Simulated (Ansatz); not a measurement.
A run for Ansatz (a first-principles code): R-CCSD(T)/aug-cc-pVDZ on GeH4 (SMILES [GeH4]). The run froze 14 orbitals, filled d shells among them.

Ansatz 0.2 input:
```yaml
crystal:
  periodic: [false, false, false]
  atoms:
    - {symbol: Ge, position_ang: [-0.11633913, -0.18633466, 0.27624176]}
    - {symbol: H, position_ang: [-0.49513572, -0.10737616, -1.21030358]}
    - {symbol: H, position_ang: [1.11741138, -1.08656079, 0.44048816]}
    - {symbol: H, position_ang: [-1.28880555, -0.77367958, 1.07495295]}
    - {symbol: H, position_ang: [0.20355214, 1.22091648, 0.80055634]}
basis:
  gaussian:
    orbitals: aug-cc-pVDZ
magnetization: {spin_polarized: false}
correlation: {method: ccsd_t, electrons: outside_noble_gas}
scf: {lower_state_search: off}
```

Program output:

```
Functional definition: HF
[...]
these checks for a lower state are left out or cut short: stability, starts, cluster_reference, orbital_swaps, neighbouring_geometries, increment
integrals: 0.05 GiB planned
742 factors; integrals over basis functions are off by at most 7.3e-4 eV
mean field: 0.15 GiB planned
mean field evaluation 1: about -56535.0414 eV, gradient 9.0e0 eV
mean field evaluation 2: about -56535.0584 eV, gradient 9.0e0 eV
mean field evaluation 4: about -56535.5701 eV, gradient 2.8e-1 eV
mean field evaluation 8: about -56535.5714 eV, gradient 5.7e-4 eV
mean field -56535.57137406 eV, -2077.6439268100 hartree, gradient 2.7e-6 eV, S^2 0.000000; 0 other end points of the search recorded, 0 dependent functions left out
14 core orbitals not correlated
reference -56535.57137406 eV, -2077.6439268100 hartree; 4, 4 occupied and 54, 54 virtual orbitals, 742 factors
second order -3.20513458 eV of doubles, -0.00000000 eV of singles
coupled cluster: 0.13 GiB planned
cycle   1  -3.81902163 eV  change   -6.1e-1 eV  update   5.6e-2
cycle   2  -4.03670931 eV  change   -2.2e-1 eV  update   1.9e-2
cycle   3  -4.04152671 eV  change   -4.8e-3 eV  update   4.0e-3
cycle   4  -4.04067918 eV  change    8.5e-4 eV  update   1.3e-3
cycle   5  -4.04047268 eV  change    2.1e-4 eV  update   3.7e-4
cycle   6  -4.04042213 eV  change    5.1e-5 eV  update   7.6e-5
cycle   7  -4.04042837 eV  change   -6.2e-6 eV  update   1.9e-5
cycle   8  -4.04043232 eV  change   -3.9e-6 eV  update   4.7e-6
perturbative correction -0.07619311 eV, -0.0028000453 hartree
Total energy: -56539.68799949 eV, -2077.7952100043 hartree
Checks for a lower state left out: stability, starts, cluster_reference, orbital_swaps, neighbouring_geometries, increment
```

Self-consistency was reached.

Cost: around 1.6 core-seconds (rough).
